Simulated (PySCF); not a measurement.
# Polarisability and C₆ of Ba (barium, neutral)

[Xe] 5d1 6s1, high-spin 3D determinant (an excited configuration). All numbers are calculated (PySCF 2.14, scalar relativity by spin-free X2C-1e, in aug-cc-pVDZ-X2C (8s7p5d, 54 functions)). Coupled (time-dependent) response in atomic units; α is the mean over directions. A double-zeta set is small for polarisabilities.

```csv
method,mean α (bohr³),"α xx, yy, zz",C₆ (like pair),S(−4)
BHandHLYP,356.1,"408.0, 408.0, 252.4",4793,408700
```

S(−4) is the Cauchy moment in α(ω) = α(0) + S(−4) ω² + …

Spin-orbit coupling is absent.

α(iu) at BHandHLYP:

| u (hartree) | α(iu) (bohr³) |
| --- | --- |
| 0 | 356.1 |
| 0.0500 | 179.5 |
| 0.100 | 91.38 |
| 0.200 | 36.52 |
| 0.300 | 21.74 |
| 0.500 | 12.12 |
| 0.750 | 7.576 |
| 1.00 | 5.195 |
| 1.50 | 2.807 |
| 2.00 | 1.721 |
| 3.00 | 0.8212 |
| 5.00 | 0.3084 |

A single London oscillator, α(iu) = α/(1 + u²/ω²), gives C₆ = (3/4) ω α². Matching the computed C₆ needs ω = 4 × 4793 / (3 × 356.1²) = 0.0504 hartree.

The components differ because the open shell of this determinant is not spherical; for a pure term their mean is the scalar polarisability.

Spin-orbit coupling, absent here, splits the open shell strongly.
